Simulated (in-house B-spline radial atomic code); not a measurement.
## RPA and G0W0 on PBE: I III (I2+)

Configuration [Kr] 4d10 5s2 5p3, highest spin, mean-field start PBE. Computed with a B-spline radial code for spherical atoms: all electrons, non-relativistic, point nucleus, each spin shell either full or empty, empty states to l = 9 with an (l + 1/2)⁻⁴ tail; G0W0 by contour deformation at full frequency.

Without relativity these are model numbers: it shifts the levels of so heavy an element strongly and can reorder them.

Command:
```bash
python run_gw.py task.json out
```
Settings (radii: box in bohr, nucleus in fm):
```
Z                        53
electrons                51
configuration            [Kr] 4d10 5s2 5p3
hamiltonian              nr
method                   pbe,pbe
lmax                     9
spin_polarised           True
box_radius               17.55
intervals                54
```

Run time, properties included: 5.9 s on 1 thread of Arm Neoverse N1, with other jobs on the host.

Energies (hartree):

```tsv
term	value
mean-field total	-6918.96155
Hartree-Fock functional on these orbitals	-6916.95689
direct second order	-4.5377
second-order exchange	1.2435
SOSEX correction	1.1519
```

(1) What is the RPA correlation energy, and what remains with SOSEX?

Quasi-particle levels (eV):

```csv
level,occupied,mean field,Σx - vxc,Σc,QP weight,G0W0
5p up,yes,-25.399,-4.56,?,?,?
5s down,yes,-32.76,-2.50,-2.44,0.918,-37.69
5p down,no,-22.821,6.31,-2.73,0.919,-19.244
```

G0W0 = mean field + (Σx - vxc) + Σc, with Σc (partial-wave tail included) taken at the quasi-particle energy. Only the outer levels were computed. Levels of low weight are left out.

(2) Where does G0W0 put 5p up?

## Answers

(1) RPA gives -3.951 hartree (-2.11 eV per electron); RPA + SOSEX gives -2.7991, and the second-order doubles -3.2942 hartree (no singles). RPA lacks exchange-type terms and so overcorrelates at short range.

(2) At -30.38 eV, with Σc = -0.42 eV and a quasi-particle weight of 0.916. The tabulated removal energy is 29.57 ± 0.025 eV (NIST, measured); the calculation leaves out relativity, Breit and QED terms, and what these don't explain is the method's own error.
